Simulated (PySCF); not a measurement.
# Reading the logs of faulty runs: C2H6Si2

All numbers below are calculated, not measured. They come from PySCF 2.14.0, an open-source quantum chemistry program, on an isolated molecule that a program drew, which may never have been made. The molecule is C2H6Si2 (charge 0, singlet), drawn as the SMILES string `CC=[SiH][SiH]`.

Each row is a Hartree-Fock (HF) and frozen-core CCSD(T) single point in the cc-pV(D+d)Z basis, meant for a local HF minimum. Run 1 is clean. Each other run has one planted mistake out of seven kinds, and not every kind appears here: one electron removed, one electron added, multiplicity raised by two, geometry at a saddle point, minimal basis STO-3G, one bond length entered in bohr, all coordinates scaled. The reference is restricted for singlets and unrestricted otherwise, and also for a bond in bohr. Adding or removing an electron swaps singlet and doublet. Electrons count all cores. HOMO and LUMO are orbital energies over both spins, the gradient is its largest component, and the lowest frequency (negative if imaginary) is given only where the gradient is small. Bond lengths are over the 9 bonds as drawn. T1 is the CCSD diagnostic: over 0.02 (restricted) or 0.045 (unrestricted) a single reference is doubtful.

Geometry of the clean run:
```xyz
10
C2H6Si2, angstrom
C    -2.3037    0.9542   -0.1995
C    -0.8621    0.6130    0.0484
Si   -0.1372   -0.8919    0.4883
Si   -1.2671   -2.9357    0.8372
H    -2.4357    1.3428   -1.2144
H    -2.9652    0.0979   -0.0745
H    -2.6330    1.7432    0.4843
H    -0.1826    1.4561   -0.0719
H     1.3331   -0.8366    0.6458
H    -2.6122   -2.3145    0.5355
```

| run | electrons | basis functions | <S^2> | HOMO (eV) | LUMO (eV) | gradient (hartree/bohr) | lowest frequency (cm^-1) | mean bond (Å) | longest bond (Å) | T1 | HF (hartree) | CCSD(T) (hartree) | mistake |
|---|---|---|---|---|---|---|---|---|---|---|---|---|---|
| 1 | 46 | 104 | 0.000 | -8.00 | -0.23 | 2.5e-05 | 131 | 1.4389 | 2.361 | 0.0169 | -656.98699 | -657.53373 | no fault |
| 2 | 46 | 104 | 0.000 | -7.94 | -0.25 | 7.0e-03 | - | 1.4533 | 2.385 | 0.0171 | -656.98607 | -657.53478 | all coordinates scaled |
| 3 | 46 | 34 | 0.000 | -4.77 | 4.96 | 4.9e-02 | - | 1.4389 | 2.361 | 0.0112 | -649.35041 | -649.61889 | minimal basis STO-3G |
| 4 | 46 | 104 | 2.361 | -7.76 | -0.22 | 4.5e-02 | - | 1.4389 | 2.361 | 0.0428 | -656.97894 | -657.49314 | ? |
| 5 | 47 | 104 | 1.020 | -1.85 | 6.68 | 3.8e-02 | - | 1.4389 | 2.361 | 0.0357 | -657.02953 | -657.57545 | ? |

**Which mistake was planted in run 4, and what did it cost?**

Electrons, basis and geometry are unchanged, and <S^2> is 2.361, beside S(S+1) = 2.00 for a multiplicity of 3. So the mistake is: multiplicity raised by two. Subtracting run 1 and multiplying by 627.51 kcal/mol a hartree, the energy moved by 5.1 kcal/mol in HF and 25.5 kcal/mol in CCSD(T).

**Which mistake was planted in run 5, and what did it cost?**

It counts 47 electrons, one more than the clean run, at the same geometry and basis. So the mistake is: one electron added. Subtracting run 1 and multiplying by 627.51 kcal/mol a hartree, the energy moved by -26.7 kcal/mol in HF and -26.2 kcal/mol in CCSD(T).

